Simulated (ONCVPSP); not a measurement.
## An all-electron radial function and its pseudo partner (Zr)

Columns: radius, all-electron u(r) and pseudo u(r) of the 4d shell (level -3.60 eV) of zirconium in the configuration [Ar] 3d10 4s2 4p6 4d2 5s2; PBE, scalar-relativistic, ONCV scheme, ONCVPSP 4.0.1.

```json
{"r (bohr)": "0.108", "all-electron": "-0.1105", "pseudo": "0.0014"}
{"r (bohr)": "0.215", "all-electron": "-0.2700", "pseudo": "0.0109"}
{"r (bohr)": "0.322", "all-electron": "-0.2940", "pseudo": "0.0357"}
{"r (bohr)": "0.430", "all-electron": "-0.2049", "pseudo": "0.0806"}
{"r (bohr)": "0.538", "all-electron": "-0.0619", "pseudo": "0.1452"}
{"r (bohr)": "0.645", "all-electron": "0.0917", "pseudo": "0.2236"}
{"r (bohr)": "0.752", "all-electron": "0.2356", "pseudo": "0.3105"}
{"r (bohr)": "0.860", "all-electron": "0.3613", "pseudo": "0.4003"}
{"r (bohr)": "0.968", "all-electron": "0.4642", "pseudo": "0.4857"}
{"r (bohr)": "1.075", "all-electron": "0.5435", "pseudo": "0.5588"}
{"r (bohr)": "1.182", "all-electron": "0.6020", "pseudo": "0.6148"}
{"r (bohr)": "1.290", "all-electron": "0.6425", "pseudo": "0.6523"}
{"r (bohr)": "1.398", "all-electron": "0.6677", "pseudo": "0.6733"}
{"r (bohr)": "1.505", "all-electron": "0.6802", "pseudo": "0.6825"}
{"r (bohr)": "1.612", "all-electron": "0.6832", "pseudo": "0.6837"}
{"r (bohr)": "1.720", "all-electron": "0.6785", "pseudo": "0.6785"}
{"r (bohr)": "1.828", "all-electron": "0.6682", "pseudo": "0.6681"}
{"r (bohr)": "1.935", "all-electron": "0.6538", "pseudo": "0.6537"}
{"r (bohr)": "2.042", "all-electron": "0.6364", "pseudo": "0.6364"}
{"r (bohr)": "2.150", "all-electron": "0.6169", "pseudo": "0.6169"}
{"r (bohr)": "2.258", "all-electron": "0.5961", "pseudo": "0.5961"}
{"r (bohr)": "2.365", "all-electron": "0.5747", "pseudo": "0.5747"}
{"r (bohr)": "2.472", "all-electron": "0.5531", "pseudo": "0.5531"}
{"r (bohr)": "2.580", "all-electron": "0.5312", "pseudo": "0.5312"}
{"r (bohr)": "2.688", "all-electron": "0.5095", "pseudo": "0.5095"}
{"r (bohr)": "2.795", "all-electron": "0.4884", "pseudo": "0.4884"}
```

Task: How many radial nodes do the two functions have?

Result: The all-electron 4d function has n − l − 1 = 1; the pseudo-wave has 0, since the states of the same l below it are removed with the core.

Task: At about which radius was the pseudo-wave matched?

Result: 1.90 bohr. The columns agree to 0.0005 from 1.61 bohr on; several derivatives are matched, so the curves merge somewhat inside the radius.

Task: Is the pseudo-wave norm-conserving?

Result: Yes: the ONCV scheme keeps the norm inside the radius equal to the all-electron one, which fixes the energy derivative of the logarithmic derivative at the level.
